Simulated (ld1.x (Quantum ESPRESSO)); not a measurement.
**Before and after: PAW potential for O (Z = 8)**

```json
{"Element": "oxygen (O)", "Generator": "ld1.x (Quantum ESPRESSO) 7.5", "Type": "PAW", "Functional": "PBE", "Relativity": "scalar-relativistic", "Frozen core": "[He]", "Valence charge": "6", "Reference configuration": "2s2 2p2.5 (charge +1.5)", "Partial waves": "2s (bound): rcut 0.85, rcutus 1.00 bohr; 2s channel at -1.85 Ry: rcut 0.85, rcutus 1.00 bohr; 2p (bound): rcut 1.05, rcutus 1.35 bohr; 2p channel at 0.5 Ry: rcut 1.05, rcutus 1.35 bohr; 3d channel at 0.35 Ry: rcut 0.90, rcutus 1.25 bohr; 3d channel at 0.95 Ry: rcut 0.90, rcutus 1.25 bohr", "Local potential": "all-electron potential smoothed inside 0.90 bohr (lloc = -1)", "Core correction": "Bessel-smoothed model core inside 0.70 bohr", "Augmentation charge": "BESSEL, radius 0.85 bohr"}
```

All-electron outer shells of the reference configuration (PBE, scalar-relativistic, ld1.x):

```tsv
shell	level (eV)	outermost node (bohr)	outermost maximum (bohr)
2s	-48.67	0.28	0.85
2p	-33.46	–	0.77
```

Change: waves 2p (bound): rcut 1.05, rcutus 1.54 bohr; 2p channel at 0.5 Ry: rcut 1.05, rcutus 1.54 bohr.

Cutoffs: the cutoffs (Ry, on a coarse ladder) from which the occupation-weighted sum of valence levels, in a spherical-Bessel basis at the reference potential, stays within 10 and 1 mRy of its value at 400 Ry; they do not see the model core or the augmentation charge, which bear on the density cutoff. Errors are all-electron minus pseudo energies relative to the spin-unpolarised reference configuration.

**Question.** What does the change do?

**Answer.** The potential gets softer (40 Ry and 70 Ry → 30 Ry and 55 Ry); of the 7 tests that both files solve, the error grows in 5 and shrinks in 0 by more than 15 % and 0.3 meV (median size 0.7 → 2.8 meV); neither file shows a bound ghost. A larger radius leaves more room for a smooth pseudo-wave, so fewer plane waves are needed. More of the atom is replaced by a form fitted at one configuration, so other configurations suffer.

| quantity | base | changed |
| --- | --- | --- |
| cutoff, loose | 40 Ry | 30 Ry |
| cutoff, tight | 70 Ry | 55 Ry |
| loose cutoff by channel (10 mRy a level) | s 18 Ry, p 35 Ry | s 18 Ry, p 25 Ry |
| bound ghosts | none | none |
| error for 2s2 2p4, meV [ΔE -30.87 eV] | +0.7 | +10 |
| error for 2s2 2p3, meV [ΔE -14.44 eV] | +0.3 | +0.5 |
| error for 2s2 2p2, meV [ΔE 19.14 eV] | -1.3 | -1.9 |
| error for 2s1 2p4, meV [ΔE 0.79 eV] | -0.3 | -0.2 |
| error for 2s2 2p0, meV [ΔE 149.92 eV] | -8.7 | -16 |
| error for 2s0 2p6, meV [ΔE -0.94 eV] | -0.7 | +2.8 |
| error for 2s2 2p1, meV [ΔE 73.01 eV] | -8.8 | -18 |
| lowest overlap eigenvalue by channel | s 0.54, p 0.70, d 0.08 | s 0.54, p 0.15, d 0.08 |
